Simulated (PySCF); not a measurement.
SbHCl2, SMILES [Cl][SbH][Cl]. Atoms are numbered in the order given.

```xyz
4

Sb    -0.0369    -0.6039     0.0000
H      1.6758    -0.7915     0.0000
Cl     0.0060     0.9291     1.8066
Cl     0.0060     0.9291    -1.8066
```
Charge 0, spin multiplicity 1.

Geometry: B3LYP-D3(BJ)/def2-TZVP. The def2 effective core potentials stand for the cores of Sb; spin–orbit coupling is left out.

Computed with CAM-B3LYP/def2-TZVPD run with PySCF.

Mulliken values depend strongly on the basis, most of all with diffuse functions as here. ESP charges are fitted to the potential on shells at 1.4 to 2.0 van der Waals radii. Atomic charges (e):

```json
[
 {"atom": "Sb1", "Mulliken": "0.74", "ESP fit": "[?]"},
 {"atom": "H2", "Mulliken": "-0.01", "ESP fit": "[?]"},
 {"atom": "Cl3", "Mulliken": "-0.37", "ESP fit": "[?]"},
 {"atom": "Cl4", "Mulliken": "-0.37", "ESP fit": "[?]"}
]
```

Task: What belongs in the gaps? (An estimate is asked for; the answer gives what the named calculation found.)

Result: 
- Sb1, ESP fit: 0.41
- H2, ESP fit: -0.01
- Cl3, ESP fit: -0.20
- Cl4, ESP fit: -0.20
